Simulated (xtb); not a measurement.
xtb input:

```bash
xtb mol.xyz --gfn 2 --ohess tight --chrg 0 --uhf 0
```
mol.xyz:
```
8

N      1.45067546    -0.43559436     0.31784622
Al    -0.00405720     0.48497514     0.00791344
N     -1.53337234    -0.34147499    -0.27932429
H      1.52702587    -1.45649156     0.36855374
H      2.40555488    -0.04801492     0.51606035
H      0.09555281     2.02795001    -0.05059929
H     -2.35103362     0.14850780    -0.53690389
H     -1.66900000    -1.38585932    -0.31585675
```

Problem. Which total energy does the run end on?

Solution. -9.49706 Eh (GFN2-xTB).
